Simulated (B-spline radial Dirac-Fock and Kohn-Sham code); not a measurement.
## Electron momentum distribution of Ca⁴⁺: Compton profiles

System: Ca⁴⁺, configuration [Ne] 3s2 3p4.

Method: the impulse approximation on relativistic Hartree-Fock (Dirac-Fock) wave functions, averaged over the configuration. Computed with a radial B-spline solver. pz is in atomic units of momentum; subshell profiles are per electron, for a selection of subshells; open shells are spread over both j values by their weights.

```
  pz    J total   J 2p3/2   J 3p1/2   J 3p3/2
   0      3.087    0.0901     0.294     0.295
 0.1      3.078    0.0901     0.294     0.295
0.14      3.069    0.0901     0.294     0.295
 0.2      3.050    0.0901     0.294     0.295
0.28      3.015    0.0901     0.293     0.295
 0.4      2.940    0.0901     0.292     0.293
0.57      2.793    0.0901     0.286     0.287
0.81      2.518    0.0900     0.266     0.267
 1.2      1.995    0.0894     0.207     0.207
 1.6      1.510    0.0882     0.133     0.133
 2.3     0.9907    0.0836    0.0434    0.0428
 3.3     0.6861    0.0715   0.00814   0.00806
 4.6     0.4613    0.0511   0.00571   0.00577
 6.6     0.2419    0.0253   0.00387   0.00386
 9.3     0.1110   0.00852   0.00136   0.00134
  13    0.04772   0.00198  0.000306  0.000297
  19    0.01573  0.000248  3.73e-05  3.55e-05
  27   0.004394  2.65e-05  3.96e-06  3.66e-06
  38  0.0009914  2.47e-06    < 1e-6    < 1e-6
  53  0.0001938    < 1e-6    < 1e-6    < 1e-6
  76  2.933e-05    < 1e-6    < 1e-6    < 1e-6
```

J(0) = 3.087. The 3s1/2 subshell gives the largest part, 30 %.

Mean momentum ⟨p⟩ by subshell (a.u.): 1s1/2 16.7, 2s1/2 5.30, 2p1/2 7.10, 2p3/2 7.04, 3s1/2 2.14, 3p1/2 2.49, 3p3/2 2.48.
